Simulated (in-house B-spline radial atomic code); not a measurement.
# BLYP excitations of Ti⁴⁺

Method: BLYP. Computed with a B-spline radial code for spherical atoms: linear response of the closed shell [Ne] 3s2 3p6 with the functional's adiabatic kernel; scalar-relativistic (spin-free one-electron X2C), finite nucleus, no spin-orbit coupling, no double excitations, S, P, D and F terms only. Only terms of natural parity with L up to 3 were computed.

Command:
```bash
python run_td.py task.json out
```
Settings (radii: box in bohr, nucleus in fm):
```
Z                        22
electrons                18
configuration            [Ne] 3s2 3p6
hamiltonian              x2c
method                   b88,lyp
box_radius               19.1
rms_radius               3.5921
intervals                72
```

Time taken, with all properties: 0.8 s on 1 thread of Arm Neoverse N1 (shared host).

The lowest states, in the order of their Tamm-Dancoff energies; the method's threshold (minus the highest occupied level) is 89.23 eV. Labels give the largest channel, * marks a mixed state, and oscillator strengths are full-response dipole values. Semilocal kernels can invert the small singlet-triplet splittings of Rydberg terms. Energies in eV:

| state | full response | Tamm-Dancoff | oscillator strength |
| --- | --- | --- | --- |
| 3p → 3d 3P | 34.06 | 34.20 | - |
| 3p → 3d 3F | 34.36 | 34.53 | - |
| 3p → 3d 1F | 37.55 | 37.56 | - |
| 3p → 3d 1P | 48.60 | 50.52 | 4.3 |
| 3p → 4s 3P | 50.86 | 50.87 | - |
| 3p → 4s 1P | 51.68 | 51.91 | 0.0942 |
| 3p → 4p 3S | 56.89 | 56.91 | - |
| 3p → 4p 3D | ? | ? | - |
| 3p → 4p 1D | 57.82 | 57.83 | - |
| 3s → 3d 3D | 59.70 | 59.75 | - |
| 3p → 4p 1S | 60.61 | 60.84 | - |
| 3s → 3d 1D | ? | ? | - |
| 3p → 4d 3P | 66.74 | 66.76 | - |
| 3p → 4d 3F | 66.75 | 66.76 | - |
| 3p → 4d 1F | 67.11 | 67.11 | - |
| 3p → 4d 1P | 68.24 | 68.50 | 0.00424 |

Problem. Where does 3p → 4p 3D lie?

Solution. At 57.23 eV in full response, 57.24 eV in Tamm-Dancoff.

Problem. Where does 3s → 3d 1D lie?

Solution. At 63.53 eV in full response, 63.63 eV in Tamm-Dancoff.

Problem. How large is the singlet-triplet splitting of 3p → 3d (F terms) in Tamm-Dancoff?

Solution. 3.03 eV, from the unrounded values.

Problem. What polarisabilities and dispersion coefficient does the method give?

Solution. Dipole 1.497 bohr³, quadrupole 1.989 bohr⁵, C6 3.255 hartree·bohr⁶ for two such species.
